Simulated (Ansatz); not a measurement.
`[GeH3][C]1=CO1` + SiH₄ → `[SiH3]C1=CO1` + GeH₄  (formal exchange of groups at a C–Ge bond)

Isolated molecules relaxed with PBE0-D4/def2-TZVP in Ansatz; ΔE leaves out vibrations. CBS: MP2 limit from def2 TZ/QZ plus the TZ coupled-cluster correction, frozen cores. This one scheme is used for every species. DFT in def2-TZVPP. For Ge outer-core shells are correlated without core-valence functions, which leaves a few kJ/mol of doubt a bond. Scalar relativity is left out up to krypton.

`[GeH3][C]1=CO1`:

```xyz
8

Ge    0.853   -0.218   -1.014
C    -0.212    0.151    0.510
C    -1.008    0.367    1.499
O    -1.919   -0.103    0.651
H     2.285    0.175   -0.628
H     0.761   -1.713   -1.342
H     0.351    0.622   -2.195
H    -1.112    0.717    2.518
```

SiH₄:

Z-matrix (Å, degrees):
```
Si
H 1 1.485
H 1 1.485 2 109.5
H 1 1.485 2 109.5 3 -120.0
H 1 1.485 2 109.5 3 120.0
```

`[SiH3]C1=CO1`:

Cartesian coordinates in Å:
```
Si -0.162 -1.277 -0.208
C 0.235 0.477 0.025
C 0.406 1.742 0.229
O -0.858 1.722 0.600
H -0.571 -1.896 1.077
H -1.249 -1.440 -1.205
H 1.093 -1.896 -0.705
H 1.106 2.567 0.188
```

GeH₄:

Cartesian coordinates in Å:
```
Ge 0.000 0.000 0.000
H -0.541 -1.123 0.893
H -0.723 -0.029 -1.352
H 1.505 -0.203 -0.221
H -0.240 1.355 0.679
```

| level | ΔE (kJ/mol) |
| --- | --- |
| PBE-QIDH | -20.4 |
| r2SCAN | -28.0 |

Q: What does CCSD(T)/CBS give? (Estimate.)

A: Computed: -20.7 kJ/mol. The listed levels differ from it by 0.3, -7.3 kJ/mol.

Largest T1 diagnostic among the species: 0.024, so the coupled-cluster value is less sure than usual.

From BLYP to BHLYP (50 % exact exchange), in def2-TZVPP and without D4, ΔE moves by +4.4 kJ/mol. Leaving LDA and LC-ωPBE aside and taking each functional with its dispersion term where it has one, the values, not all of them listed here, spread over 10.4 kJ/mol, from B97M-V to PBE-QIDH.
